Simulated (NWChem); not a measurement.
Species: AlAsH$_{4}$; SMILES [AlH2][AsH2]

```xyz
6

Al     0.0698    -1.7937    -0.0038
As     0.1283     0.6357     0.0686
H     -0.6677     0.7463    -1.2276
H      1.4780     0.6775    -0.6406
H      1.3672    -2.6258     0.3917
H     -1.2965    -2.5388    -0.3353
```
Atoms are numbered in this order, from 1.

Level: PBE0/def2-SVP (NWChem), optimised geometry, unscaled harmonic frequencies. 

Problem. List the harmonic frequencies with IR intensities, and the thermochemistry.

Solution. 
```
frequency (cm⁻¹)  IR intensity (km/mol)
----------------  ---------------------
171                                 2.5
337                                 7.6
355                                34.5
402                                47.7
608                               129.8
622                                 7.7
774                               350.6
989                                29.4
1922                              159.3
1935                              223.6
2211                               59.0
2227                               77.3
```

The zero-point energy is 17.9 kcal/mol and the thermal correction to the enthalpy at 298.15 K (with zero-point energy) is 21.6 kcal/mol. The heat capacity Cv is 15.6 cal/(mol K) and the entropy at 298.15 K and 1 atm (symmetry number 1) comes out as 70.3 cal/(mol K). The dipole moment comes out as 0.59 D.

Rigid rotor and harmonic oscillator.
